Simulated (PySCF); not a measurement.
**Electron correlation in Ru⁴²⁺ (ruthenium, charge +42)**

1s2, closed-shell 1S. Calculation: PySCF 2.14, in an uncontracted even-tempered set (17 s from 76 bohr⁻², ratio 2.2; 7 p from 110 bohr⁻², ratio 2.4; 4 d from 340 bohr⁻², ratio 2.4; 3 f from 520 bohr⁻², ratio 2.4; 3 g from 770 bohr⁻², ratio 2.4); scalar relativity by spin-free X2C-1e. Frozen: nothing; 2 electrons correlated; the 8 highest virtual orbitals of each spin left out.

With two correlated electrons CCSD is exact within the correlated space (frozen core and kept virtual orbitals).

```csv
level,correlation energy (mhartree)
CCSD,-54.30
```

Diagnostics: T1 = 2.8e-06, D1 = 0.0000, largest double amplitude 0.001.

Task: Is a single reference adequate?

Result: Yes, within this model without spin-orbit coupling: T1 lies below 0.03 and no double amplitude reaches 0.07.

At this charge the one-electron X2C treatment keeps the bare 1/r₁₂, with no two-electron picture change or Breit term. That inflates the 1s pair energies well beyond their four-component values; and a scalar Hamiltonian misses the large spin-orbit splitting of the p shells, which matters for ns² → np² pairs.
